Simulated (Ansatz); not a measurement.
SiCl₂F₂⁻, that is SiF2Cl2 with one electron more. The state is a doublet with charge -1. Geometry PBE0-D4/def2-SVP, that of the neutral singlet; atoms count from 1.

```tsv
atom	x (Å)	y (Å)	z (Å)
Si1	-0.062	-0.008	-0.043
F2	-0.192	0.367	-1.590
F3	-1.469	-0.596	0.431
Cl4	0.359	1.657	1.016
Cl5	1.363	-1.419	0.185
```

The highest occupied level of the charge -1 doublet lies above zero (up to 1.55 eV). By energy differences it is unbound by 0.50 eV (vertical, to the charge 0 singlet, at PBE0-D4/def2-TZVPD) and held by the finite basis.

(1) Estimate the Mulliken populations from the PBE0/def2-TZVPD orbitals of Ansatz.

(2) Where does the spin sit?

(3) And the Mayer bond orders between bonded heavy atoms (over 0.3)?

## Answers

(1) 
| atom | charge (e) | spin (α − β) |
| --- | --- | --- |
| Si1 | -1.47 | 2.40 |
| F2 | -0.16 | -0.09 |
| F3 | -0.16 | -0.09 |
| Cl4 | 0.40 | -0.61 |
| Cl5 | 0.40 | -0.61 |
Mulliken values and Mayer orders depend strongly on the basis. With diffuse functions, as here, like atoms can get unlike values, and bond orders can come out too low or too high.

(2) Summed by element: Si 2.40, F -0.18, Cl -1.22, of 1 unpaired in all. Largest on single atoms: Si1 2.40, Cl4 -0.61, Cl5 -0.61.

(3) Si1–F2 0.51 (1.60 Å); Si1–F3 0.51 (1.60 Å). Values over 0.3 also appear between atoms too far apart for a bond (Cl4–Cl5 0.90 at 3.34 Å); they arise where an orbital or an unpaired electron spreads over both atoms.
